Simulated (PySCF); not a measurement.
Vertical excitations of a molecule CH₈FNSi₂ from PySCF with TDA-LC-ωPBE/def2-SVPD, as energy in eV (oscillator strength): 6.29 (0.015), 6.43 (0.053), 7.08 (0.123), 7.35 (0.032), 7.59 (0.017), 7.96 (0.019), 7.99 (0.019), 8.10 (0.028), 8.19 (0.033), 8.42 (0.040). Lowest triplet (TDA): 5.51 eV. Coordinates come from a B3LYP-D3(BJ)/def2-SVP optimisation. The values are those of a single conformer.

Task: Which structure fits?
(A) N[SiH2][SiH2]CF
(B) NC[SiH2][SiH2]F
(C) F[SiH2]CN[SiH3]
(D) C[Si@@H](F)[SiH2]N

Result: B, NC[SiH2][SiH2]F
